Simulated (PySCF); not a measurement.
## A small calculation by hand: dipole moment from atomic charges

Zn(SeH)2 (H2Se2Zn), SMILES [SeH][Zn][SeH]. Atoms are numbered in the order given.

```xyz
5

Zn     0.0000     0.0000     0.0133
Se    -2.3071     0.0302     0.0242
H     -2.3395    -1.0140    -1.0218
Se     2.3071    -0.0302     0.0242
H      2.3395     1.0140    -1.0218
```
Charge 0, spin multiplicity 1.

Geometry optimised at B3LYP-D3(BJ)/def2-SVP. The values are those of a single conformer.

Charges (e) from PySCF with PBE/def2-TZVPD:

```
atom     IAO  ESP fit
----  ------  -------
Zn1    1.127    0.392
Se2   -0.633   -0.285
H3     0.069    0.089
Se4   -0.633   -0.285
H5     0.069    0.089
```

The dipole moment of the full density is 0.56 D.

**Question.** What dipole moment does each set of point charges give, and which comes closer to that of the density?

**Answer.** 
μ = Σ q r, and 1 e Å = 4.8032 D.
IAO: Σ q r = (0.000, 0.000, -0.157) e Å, |μ| = 0.75 D.
ESP fit: Σ q r = (0.000, 0.000, -0.190) e Å, |μ| = 0.91 D.
IAO comes closer in size. Point charges leave out the atoms' own dipoles (lone pairs, polarised bonds); fits to the potential absorb them, partitions of the density don't.
